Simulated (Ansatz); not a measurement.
Calculated with Ansatz (gas phase, PBE0-D4/def2-TZVP geometries, no zero-point term in ΔE). CBS: MP2 limit from def2 TZ/QZ plus the TZ coupled-cluster correction, frozen cores. DFT in def2-TZVPP. B3LYP here is the variant with VWN-RPA as its local correlation; programs differ in this. One conformer a species, not always the lowest.

`BCSCF` + `NC(F)S` → `BNC(F)S` + `CSCF`  (ligand exchange at a B–C bond)

`BCSCF`:

Z-matrix (Å, degrees):
```
C
S 1 1.799
B 1 1.551 2 115.0
H 1 1.096 2 111.3 3 -128.2
H 1 1.104 2 109.2 3 115.7
C 2 1.778 1 100.5 3 -174.0
H 3 1.195 1 122.2 2 13.0
H 3 1.196 1 118.2 2 -169.6
F 6 1.382 2 112.9 1 70.8
H 6 1.093 2 110.8 1 -49.7
H 6 1.092 2 107.0 1 -169.8
```

`NC(F)S`:

Z-matrix (Å, degrees):
```
C
F 1 1.377
S 1 1.827 2 108.3
N 1 1.406 2 110.2 3 -122.4
H 1 1.091 2 107.1 3 118.3
H 3 1.344 1 96.8 2 50.7
H 4 1.011 1 113.9 2 82.6
H 4 1.007 1 113.4 2 -148.7
```

`BNC(F)S`:

Z-matrix (Å, degrees):
```
C
N 1 1.421
S 1 1.805 2 111.7
F 1 1.385 2 109.1 3 -122.5
H 1 1.092 2 110.8 3 121.9
B 2 1.392 1 129.6 3 10.9
H 2 1.010 1 111.4 3 -172.3
H 3 1.343 1 92.4 2 173.6
H 6 1.194 2 117.8 1 177.9
H 6 1.193 2 120.0 1 -2.8
```

`CSCF`:

Z-matrix (Å, degrees):
```
C
S 1 1.799
H 1 1.091 2 111.0
H 1 1.090 2 110.8 3 122.9
H 1 1.090 2 106.9 3 -118.6
C 2 1.777 1 99.9 3 -61.6
F 6 1.381 2 113.2 1 -71.9
H 6 1.092 2 106.9 1 168.7
H 6 1.093 2 110.7 1 48.7
```

Question: Is it downhill or uphill in electronic energy at CCSD(T)/CBS, and by how much? (An estimate is asked.)

Answer: Ansatz gave: Downhill: ΔE = -32.3 kcal/mol.

Question: What do these levels give: PBE0-D4, B3LYP-D4, r2SCAN, PBE0, HF/def2-TZVPP, MP2/def2-TZVPP, SCS-MP2/def2-TZVPP, CCSD/def2-TZVPP, MP2/def2-QZVPP, SCS-MP2/def2-QZVPP, HF/CBS(def2), CCSD/CBS(def2)? (Best estimate.)

Answer: Ansatz gave: PBE0-D4 -31.7, B3LYP-D4 -32.6, r2SCAN -31.9, PBE0 -31.5, HF/def2-TZVPP -30.2, MP2/def2-TZVPP -33.0, SCS-MP2/def2-TZVPP -32.8, CCSD/def2-TZVPP -32.3, MP2/def2-QZVPP -32.7, SCS-MP2/def2-QZVPP -32.5, HF/CBS(def2) -30.2, CCSD/CBS(def2) -31.8 kcal/mol.

Largest T1 diagnostic among the species: 0.013.

In def2-TZVPP, CCSD(T) changes the Hartree–Fock value by −2.6 kcal/mol (the triples alone add −0.5 kcal/mol) and MP2 by −2.8 kcal/mol.
